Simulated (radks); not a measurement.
The numbers below are computed, except where a source is named.
All-electron atom: Sb10+ in [Kr] 4d5. Code: a radial shooting solver on a logarithmic mesh with Libxc functionals. Model: Dirac Kohn-Sham, PBE, spin-unpolarised, spherical densities, point nucleus; open shells are shared between the two j in proportion to 2j + 1. Some entries of the table are withheld. Estimate them.

| orbital | occ. | eigenvalue (eV) | <r> (bohr) |
|---|---|---|---|
| 1s1/2 | 2 | -30477.92 | 0.02842 |
| 2s1/2 | 2 | -4800.404 | 0.1222 |
| 2p1/2 | 2 | (1) | 0.1032 |
| 2p3/2 | 4 | (2) | 0.1087 |
| 3s1/2 | 2 | -1091.847 | 0.3296 |
| 3p1/2 | 2 | -970.6223 | 0.3201 |
| 3p3/2 | 4 | -923.9147 | 0.3313 |
| 3d3/2 | 4 | -710.3957 | 0.3021 |
| 3d5/2 | 6 | -700.6570 | 0.3057 |
| 4s1/2 | 2 | -324.1841 | 0.7623 |
| 4p1/2 | 2 | (3) | 0.7900 |
| 4p3/2 | 4 | (4) | 0.8128 |
| 4d3/2 | 2 | (5) | 0.8837 |
| 4d5/2 | 3 | (6) | 0.8910 |

Answer. 
(1) 2p1/2 eigenvalue (eV): -4503.422
(2) 2p3/2 eigenvalue (eV): -4251.571
(3) 4p1/2 eigenvalue (eV): -281.5657
(4) 4p3/2 eigenvalue (eV): -271.8491
(5) 4d3/2 eigenvalue (eV): -201.9780
(6) 4d5/2 eigenvalue (eV): -200.2964
